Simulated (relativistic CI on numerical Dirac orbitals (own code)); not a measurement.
# Electric-dipole transitions in Ba XLVI

Computed by Dirac-Coulomb-Breit CI, KLI orbitals optimised for each configuration, QED by a radiative potential, unscaled Slater integrals (own radial code, finite nucleus).

CI space (outside the closed core [Ne]): 3s, 3p, 3d, 4s, 4p, 4d, 4f, 5s, 5p, 5d, 5f, 5g, 6s, 6p, 6d. Levels of other configurations are missing.

```csv
λ vac (Å),Lower,Upper,A (s⁻¹),gf,Branching (%)
4.7298,3p ²P°3/2 [3],6d ²D5/2 [26],9.70e+12,1.95e-01,61.7
5.2576,3p ²P°1/2 [2],5d ²D3/2 [16],1.41e+13,2.33e-01,61.1
5.4824,3p ²P°3/2 [3],5d ²D5/2 [17],1.67e+13,4.51e-01,72.0
5.7881,3d ²D3/2 [4],5f ²F°5/2 [18],2.21e+13,6.65e-01,62.7
5.8447,3d ²D5/2 [5],5f ²F°7/2 [19],2.31e+13,9.45e-01,66.6
7.1088,3s ²S1/2 [1],4p ²P°3/2 [8],1.17e+13,3.56e-01,80.1
7.2819,3s ²S1/2 [1],4p ²P°1/2 [7],1.52e+13,2.41e-01,80.2
7.3417,3p ²P°1/2 [2],4d ²D3/2 [9],2.54e+13,8.22e-01,82.1
7.7641,3p ²P°3/2 [3],4d ²D5/2 [10],3.15e+13,1.71e+00,99.7
7.8128,3p ²P°3/2 [3],4d ²D3/2 [9],5.42e+12,1.98e-01,17.5
8.3162,3d ²D3/2 [4],4f ²F°5/2 [11],6.16e+13,3.83e+00,93.3
8.4216,3d ²D5/2 [5],4f ²F°7/2 [12],6.50e+13,5.53e+00,99.9
8.4460,3d ²D5/2 [5],4f ²F°5/2 [11],4.32e+12,2.77e-01,6.5
8.5409,3p ²P°3/2 [3],4s ²S1/2 [6],1.12e+13,2.44e-01,71.2
11.432,4p ²P°3/2 [8],6d ²D5/2 [26],3.86e+12,4.53e-01,24.6
15.892,4s ²S1/2 [6],5p ²P°3/2 [15],2.54e+12,3.85e-01,20.8
16.291,4p ²P°1/2 [7],5d ²D3/2 [16],4.67e+12,7.43e-01,20.3
16.328,4s ²S1/2 [6],5p ²P°1/2 [14],3.34e+12,2.67e-01,21.9
17.107,4p ²P°3/2 [8],5d ²D5/2 [17],6.09e+12,1.60e+00,26.3
18.029,4d ²D3/2 [9],5f ²F°5/2 [18],1.08e+13,3.15e+00,30.7
18.234,4d ²D5/2 [10],5f ²F°7/2 [19],1.15e+13,4.59e+00,33.3
18.925,4f ²F°5/2 [11],5g ²G7/2 [20],1.86e+13,7.98e+00,95.9
19.007,4p ²P°3/2 [8],5s ²S1/2 [13],3.72e+12,4.03e-01,29.3
19.011,4f ²F°7/2 [12],5g ²G9/2 [21],1.91e+13,1.04e+01,99.4
19.527,4d ²D5/2 [10],5p ²P°3/2 [15],1.32e+12,3.03e-01,10.8
29.844,5s ²S1/2 [13],6p ²P°3/2 [24],7.85e+11,4.19e-01,8.8
30.437,5p ²P°1/2 [14],6d ²D3/2 [25],1.29e+12,7.19e-01,8.2
31.832,5p ²P°3/2 [15],6d ²D5/2 [26],1.74e+12,1.59e+00,11.1
35.605,5p ²P°3/2 [15],6s ²S1/2 [22],1.48e+12,5.64e-01,16.2
36.149,5d ²D5/2 [17],6p ²P°3/2 [24],6.44e+11,5.05e-01,7.2
52.889,3p ²P°1/2 [2],3d ²D3/2 [4],2.07e+11,3.47e-01,96.5
59.795,3s ²S1/2 [1],3p ²P°3/2 [3],2.03e+11,4.35e-01,100.0
79.729,3p ²P°3/2 [3],3d ²D5/2 [5],7.33e+10,4.19e-01,100.0
135.27,4p ²P°1/2 [7],4d ²D3/2 [9],5.31e+10,5.83e-01,0.2
145.70,4s ²S1/2 [6],4p ²P°3/2 [8],4.87e+10,6.20e-01,0.3
206.15,4p ²P°3/2 [8],4d ²D5/2 [10],1.82e+10,6.96e-01,0.1
273.26,5p ²P°1/2 [14],5d ²D3/2 [16],1.77e+10,7.94e-01,0.1
289.84,5s ²S1/2 [13],5p ²P°3/2 [15],1.58e+10,7.98e-01,0.1
401.94,4d ²D5/2 [10],4f ²F°7/2 [12],1.61e+09,3.12e-01,0.0
417.67,5p ²P°3/2 [15],5d ²D5/2 [17],6.02e+09,9.45e-01,0.0
481.37,6p ²P°1/2 [23],6d ²D3/2 [25],7.13e+09,9.91e-01,0.0
507.32,6s ²S1/2 [22],6p ²P°3/2 [24],6.30e+09,9.72e-01,0.1
678.16,5d ²D3/2 [16],5f ²F°5/2 [18],1.11e+09,4.59e-01,0.0
736.49,6p ²P°3/2 [24],6d ²D5/2 [26],2.42e+09,1.18e+00,0.0
808.82,5d ²D5/2 [17],5f ²F°7/2 [19],7.02e+08,5.51e-01,0.0
```

Terms are leading LS components. Brackets give the number of a level in order of energy, since labels repeat. The list gives strong lines, with weight on those to low levels, without lines whose two gauges differ by over a factor of 2.5. Levels whose partners in the same complex of configurations lie outside the list can be far off, and so can their lines. Rates are taken at the computed energies, electric ones in the length gauge.

At this charge energies of transitions that change n are usually good to better than 1 %, and those within a shell (Δn = 0) to a few per cent.

From the table, what is the radiative lifetime of 6d ²D5/2?

The listed rates from this level add up to about 1.53e+13 s⁻¹, 97 % of its decay; with all channels τ = 6.37e-14 s.
